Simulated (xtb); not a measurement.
C2H4BFO2, SMILES FB1OCOC1. All values are semi-empirical tight-binding results from xtb (GFN2-xTB unless named), good for trends rather than for accurate numbers. Coordinates come from a GFN2-xTB optimisation. The structure was generated by enumeration, and PubChem lists no compound with its InChIKey, so it may never have been made. The values are those of a single conformer.

Computed properties:
| Quantity | Result |
|---|---|
| orbital gap | 5.52 eV |
| dipole moment | 0.91 D |
| zero-point energy | 42.8 kcal/mol |
| G − E(el) at 298.15 K (modified RRHO) | 24.3 kcal/mol |
| static polarisability (D4 model) | 44.8 bohr³ |
| solvation energy, GFN2-xTB/ALPB(water) | -1.5 kcal/mol |
| solvation energy, GFN2-xTB/ALPB(dmf) | -4.9 kcal/mol |

Computed IR lines (harmonic; lines under 4 % of the strongest left out, lines within 3 cm⁻¹ merged):
ν (cm⁻¹): 24 (w), 403 (w), 831 (w), 950 (w), 1040 (m), 1051 (m), 1075 (w), 1211 (m), 1232 (w), 1314 (m), 1388 (vs), 2840 (w), 2887 (w), 2908 (w), 2944 (w) (against the strongest line: vs over 80 %, s over 45 %, m over 15 %, w over 4 %, vw less)
